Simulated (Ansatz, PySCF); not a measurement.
Noncovalent pair: HF (SMILES F) (first 2 atoms) with H2 (SMILES [H][H]); geometry from B3LYP-D3(BJ)/def2-TZVP, rigid monomers moved along the line of their centres of mass till H2···H4 is 3.53 Å.
(charge 0, multiplicity 1):
```xyz
4

F     -0.082     0.194    -0.504
H     -0.069     0.099     0.418
H     -0.069    -0.617     3.879
H      0.030     0.120     3.949
```

Interaction energies are E(AB) − E(A) − E(B) at the monomers' geometry in the complex; basis-set methods are counterpoise corrected.

Correlated levels freeze the cores. CBS(a, b) extrapolates the correlation energy as X⁻³ and adds the Hartree–Fock energy of set b.

The values were computed with Ansatz (a program for electronic structure); PySCF for the dispersion terms. 

PBE/def2-TZVPPD gives -0.20 kcal/mol for the interaction energy.

### Question
How do the other levels lie against it? Give each less PBE: PBE-D3(BJ)/def2-TZVPPD, r2SCAN/def2-TZVPPD, B3LYP/def2-TZVPPD, wB97M-V/def2-TZVPPD, MP2/CBS(aug-cc-pVTZ, aug-cc-pVQZ), CCSD(T)/CBS(aug-cc-pVTZ, aug-cc-pVQZ).

### Answer
PBE-D3(BJ)/def2-TZVPPD -0.05; r2SCAN/def2-TZVPPD 0.06; B3LYP/def2-TZVPPD 0.09; wB97M-V/def2-TZVPPD 0.01; MP2/CBS(aug-cc-pVTZ, aug-cc-pVQZ) 0.01; CCSD(T)/CBS(aug-cc-pVTZ, aug-cc-pVQZ) 0.00 kcal/mol. 5 of 6 lie above PBE; the widest gap is to B3LYP/def2-TZVPPD.
